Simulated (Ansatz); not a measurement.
(MgCl2)n off (charge +1): PBE0-D4/def2-SVP single points in Ansatz on relaxed structures, gas phase. Each cluster is the lowest isomer that a short search found in that spin, judged at the geometry's level, and lower ones may exist. HOMO and LUMO are taken over both spins. The structures are stationary points that may keep the symmetry of their start.

```
species  atoms    state             geometry  HOMO (eV)  LUMO (eV)  gap (eV)  point group (within 0.1 Å)
 MgCl2⁺      3  doublet  r2SCAN-D4/def2-TZVP     -14.34     -11.20      3.14                         C2v
Mg2Cl2⁺      4  doublet    PBE0-D4/def2-TZVP      -9.48      -8.03      1.46                         D2h
Mg3Cl4⁺      7  doublet     PBE0-D4/def2-SVP      -8.74      -6.58      2.16                         C2v
```

The gap (eV) runs from 1.46 (Mg2Cl2⁺) to 3.14 (MgCl2⁺).
